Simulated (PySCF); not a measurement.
**Electron correlation in V (vanadium, neutral)**

[Ar] 3d4 4s1, high-spin 6D determinant (an excited configuration). Computed with PySCF 2.14 in dyall-av2z, with the non-relativistic Hamiltonian (point nucleus). Frozen: [Ar]; 5 electrons correlated; the 25 highest virtual orbitals of each spin left out.

MP2 pair energies summed by pair of shells (mhartree):

```tsv
pair	energy	share (%)
3d-3d	-45.05	80.6
3d-4s	-10.82	19.4
```

Total MP2 correlation energy: -55.87 mhartree.

Same-spin part -55.87 and opposite-spin part 0.00 mhartree; SCS-MP2 scales them by 1/3 and 6/5 to -18.62 mhartree.
